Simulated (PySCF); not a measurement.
# Radial density of Br⁺ (bromine, charge +1)

B3LYP, [Ar] 3d10 4s2 4p4, high-spin 3P determinant. Computed with PySCF 2.14 in x2c-TZVPall (6s5p4d1f, 48 functions), with the spin-free X2C one-electron Hamiltonian (Gaussian nucleus).

```csv
r (bohr),4πr²ρ (e/bohr),4πr²(ρα − ρβ)
0.000643,0.2714,0.0000
0.00108,0.6661,0.0000
0.00182,1.630,0.0000
0.00306,3.878,0.0000
0.00515,8.713,-0.0001
0.00866,17.86,0.0000
0.0146,31.39,0.0010
0.0245,42.55,0.0064
0.0412,40.37,0.0282
0.0693,35.96,0.0772
0.117,49.99,0.0869
0.196,39.67,-0.0099
0.330,29.51,0.1696
0.555,31.23,0.0999
0.934,8.826,0.2903
1.57,4.362,1.2856
2.64,1.314,0.5058
4.44,0.06211,0.0225
7.47,0.0001109,0.0000
```

Densities and radii are taken from the X2C orbitals without a picture-change correction, which distorts them close to the nucleus.

Question: Where is the radial spin density 4πr²(ρα − ρβ) most negative, and why is it negative at all?

Answer: Around r = 0.196 bohr, down to -0.0099 e/bohr: exchange with the open shell polarises the paired shells in an unrestricted calculation.
